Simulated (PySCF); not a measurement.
# Working out the ionisation energy of Zn

Zn [Ar] 3d10 4s2 (1S) → Zn⁺ [Ar] 3d10 4s1 (2S). Calculation: PySCF 2.14, in aug-cc-pVDZ-PP with ECP10MDF; scalar relativity through the core potential. Frozen: 3s2 3p6. Energies in hartree (1 hartree = 27.21139 eV):

```tsv
part	Zn (lower)	Zn⁺ (upper)
UHF	-225.952569	-225.663229
MP2 opposite-spin	-0.301853	-0.264730
MP2 same-spin	-0.166911	-0.156396
```

What does Hartree-Fock give?

(-225.663229) − (-225.952569) = 0.289340 hartree = 7.873 eV.

What do MP2 and SCS-MP2 (6/5 opposite-spin, 1/3 same-spin) give?

The opposite-spin parts differ by 1.010 eV and the same-spin parts by 0.286 eV. MP2: 7.873 + (1.010) + (0.286) = 9.169 eV. SCS-MP2: 7.873 + 1.2 × (1.010) + (0.286)/3 = 9.180 eV.

Measured between the centres of the two terms (NIST): 9.394 eV, so MP2 (valence) is off by -0.225 eV.

A double-zeta basis recovers only part of the correlation energy.

What remains against the reference includes basis incompleteness, the frozen core and correlation beyond second order.
